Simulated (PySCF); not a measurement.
## Distorted geometries of [Ce(NH3)]3+

[Ce(NH3)]3+ (singlet in the valence; each metal's 4f electrons, 1 of them, lie in its core potential, out of spins and levels). PySCF 2.14.0, RKS r2SCAN, Ce lcecp-1-SVP with ECP47, N def2-SVP, H def2-SVP; non-relativistic Hamiltonian with scalar-relativistic core potentials where named; density fitting; no spin-orbit coupling. Relaxed geometry:

```xyz
5

Ce    0.0000    0.0000   -0.2149
N     0.0000    0.0000    2.2524
H     0.9402    0.0000    2.7112
H    -0.4701    0.8142    2.7112
H    -0.4701   -0.8143    2.7112
```

**Question.** Order these distorted geometries by energy above the relaxed one, lowest first.
A.
```xyz
5

Ce   -0.0984   -0.0818   -0.1948
N    -0.0787    0.0042    2.2816
H     0.9469    0.0358    2.6941
H    -0.4024    0.8838    2.7089
H    -0.3675   -0.8420    2.6813
```
B.
```xyz
5

Ce   -0.0078    0.0342   -0.2051
N    -0.0853   -0.0493    2.2953
H     1.0209    0.0623    2.6800
H    -0.4611    0.8290    2.7453
H    -0.4667   -0.8762    2.6555
```
C.
```xyz
5

Ce    0.0358   -0.0017   -0.2512
N    -0.0040    0.0240    2.2611
H     0.9106    0.0122    2.7065
H    -0.4756    0.7916    2.7255
H    -0.4667   -0.8261    2.7292
```

**Answer.** C (0.06 eV), A (0.34 eV), B (0.48 eV).

**Question.** Which forces (eV/Å) act in the one that lies 0.34 eV up?

**Answer.** 
```
Ce  -0.08  0.04 -0.02
N    4.31  2.15 -1.67
H   -1.43 -0.10 -0.78
H   -1.06 -0.13  0.66
H   -1.74 -1.96  1.82
```
Forces carry noise of the integration grid, about 0.01 to 0.03 eV/Å.

No frequency check is given that shows the relaxed geometry to be a minimum. An lcecp potential fixes the number of 4f electrons, so in runs with it no electron can move into or out of that shell.
